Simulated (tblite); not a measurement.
Species: C5H7O2S (doublet state).
Structure used (GFN2-xTB), in Å, numbered top down from 1:
```
atom  x, y, z in Å
C1     2.463    0.059    0.250
C2     1.036    0.157    0.644
C3     0.026    0.602   -0.191
C4     0.023    1.041   -1.431
O5    -0.107    1.378   -2.549
S6    -1.687    0.695    0.591
C7    -2.295   -0.835   -0.245
O8    -1.475    0.322    1.981
H9     3.091    0.600    0.961
H10    2.797   -0.982    0.259
H11    2.628    0.465   -0.745
H12    0.747   -0.133    1.642
H13   -1.627   -1.659   -0.016
H14   -2.335   -0.653   -1.313
H15   -3.289   -1.048    0.139
```

Method: GFN2-xTB as coded in tblite; computed harmonic values from a numerical Hessian at the method's own geometry, unscaled. Against measured fundamentals such values can be off by several per cent, at times by over 20. One conformer, not necessarily the lowest. Open shells enter through the occupations alone, without spin polarisation, and single modes of such species can be off by tens of per cent.

Harmonic wavenumbers (cm⁻¹): 29.6, 47.0, 102.5, 111.3, 149.5, 168.4, 199.1, 256.3, 293.6, 335.4, 376.1, 432.8, 467.6, 611.2, 662.2, 667.3, 871.7, 885.6, 953.7, 1001.3, 1037.0, 1145.2, 1155.7, 1283.7, 1302.5, 1397.3, 1432.9, 1436.1, 1444.7, 1466.8, 1490.9, 2172.2, 2945.1, 2979.4, 3038.0, 3051.6, 3063.3, 3074.4, 3101.3.

A = 2096, B = 1412, C = 976.3 MHz; mass 131.017 u (most abundant isotopes); point group C1, symmetry number 1; spin multiplicity 2.

Zero-point energy?

Half the sum of the wavenumbers: 23320 cm⁻¹ = 278.97 kJ/mol.

Entropy at 350 K, 1 bar (ideal gas, RRHO, classical rotation)?

Translation 172.99, rotation 123.75, vibration 161.75, spin (R ln 2) 5.76: S = 464.3 J/(mol K).

And Cp and H(350 K) − H(0)?

Cp = 169.78 J/(mol K), of which vibrations give 136.52 (their classical limit is 39 R = 324.3); H(350 K) − H(0) = 38.99 kJ/mol without the zero-point energy, 27.35 from vibrations.

How do the functions run with temperature in this model?

```
 T (K)  S (J/(mol K))  Cp (J/(mol K))  H − H(0) (kJ/mol)  G − H(0) (kJ/mol)  ln q(vib)
   150          349.2           108.0              10.96             -41.41       4.21
   250          412.2           140.7              23.45             -79.61       7.26
298.15          438.2           155.0              30.57            -100.09       8.63
   400          487.8           183.1              47.82            -147.30      11.37
   600          570.7           226.1              89.00            -253.42      16.26
   900          671.0           268.2             163.65            -440.27      22.67
```

q(vib) and H(0) count from the zero-point level.

Blend soft modes into free rotors: weight 1/[1 + (100 cm⁻¹/ν̃)⁴] for the oscillator and the rest for a rotor with moment μB/(μ + B), μ = h/(8π²ν), B = 10⁻⁴⁴ kg m². What vibrational entropy results?

144.82 J/(mol K) in place of 161.75, which changes −T·S at 350 K by +5.93 kJ/mol.

What must be added to the electronic energy to get the Gibbs energy at 350 K and 1 bar?

ZPE + [H(350 K) − H(0)] − T·S = 278.97 + 38.99 − 162.49 = 155.47 kJ/mol.

Hindered rotation and anharmonicity are outside this model. Other conformers, if any are populated, would add a mixing term that is left out. The structure is chiral; the term R ln 2 for an equal mix with its mirror image is left out.

Hardware: one thread, Arm Neoverse V2 (aarch64), on a shared host. Cost: 0.43 s of wall time. This covers the Hessian and the dipole derivatives.
